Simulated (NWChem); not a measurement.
BSiH₄OF; SMILES B(F)O[SiH3]

```xyz
8

B     -0.2509     1.1866     0.7224
F      1.0172     1.5068     0.4726
H     -0.9161     1.9249     1.4039
O     -0.7656     0.0554     0.2156
Si    -0.1165    -1.1638    -0.7524
H     -1.2071    -2.1500    -0.9694
H      1.0303    -1.8083    -0.0525
H      0.3291    -0.5922    -2.0544
```
Atoms are numbered in this order, from 1.

Program: NWChem. Pople sets run with spherical d functions. All runs use the structure optimised with PBE0/def2-SVP. GIAO values for the isolated, static molecule; σ is the absolute isotropic shielding, δ = σ(reference) − σ with the isolated reference molecule computed at the same levels (11B: boron trifluoride, 19F: trichlorofluoromethane, 1H: tetramethylsilane, 17O: water, 29Si: tetramethylsilane).

Predict the results for Hartree-Fock/6-31G*. Quantities: δ B1 (ppm); δ F2 (ppm); δ H3 (ppm); δ O4 (ppm); δ Si5 (ppm); δ H6 (rotor mean) (ppm).


```
Quantity                 Value
-----------------------  -----
δ B1 (ppm)                13.8
δ F2 (ppm)               -36.2
δ H3 (ppm)                4.33
δ O4 (ppm)                68.2
δ Si5 (ppm)              -23.9
δ H6 (rotor mean) (ppm)   5.00
```
